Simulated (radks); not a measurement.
Values are calculated unless marked as measured or tabulated.
All-electron atom: O3+ in [He] 2s2 2p1.

Level of theory: non-relativistic Kohn-Sham, PBEsol, spin-polarised, spherical densities, point nucleus; open shells are filled with parallel spins first (a radial shooting solver on a logarithmic mesh with Libxc functionals).

Energy parts (eV):
part                     energy
total                 -1929.704
kinetic                1925.842
electron-nucleus      -4269.479
Hartree                 589.066
exchange-correlation   -175.133

Orbitals (lengths in bohr, moments of r in powers of bohr; <r^-3> diverges for s and p1/2):
orbital  occ.  eigenvalue (eV)    <r^2>  <r^-3>  <1/r>
1s up       1        -584.7051  0.05391       -  7.612
1s down     1        -583.5624  0.05365       -  7.624
2s up       1         -80.4044    1.119       -  1.494
2s down     1         -77.5005    1.148       -  1.472
2p up       1         -66.1095    1.024   8.494  1.409
2p down     0         -62.9888    1.066   8.260  1.389

The highest occupied level is 2p up at -66.109 eV. The spin density at the nucleus is -0.0590 e/bohr^3 (1s -0.4278, 2s 0.3688), a Fermi contact field of -3.09 T. For comparison, the ionisation energy in NIST's Atomic Spectra Database is 77.414 eV (measured). In exact Kohn-Sham theory the highest level is minus the ionisation energy, but local and semilocal functionals leave it too shallow, through self-interaction and a potential that decays too fast; potentials with the right tail come closer. Spin moment in Bohr magnetons: 1. The density falls to 0.001 e/bohr^3 at r = 2.33 bohr. Summed over all electrons, <r^2> = 3.399 bohr^2, which gives a Langevin (diamagnetic) susceptibility term of -2.69 x 10^-6 cm^3/mol. Virial ratio -V/T = 2.00201.
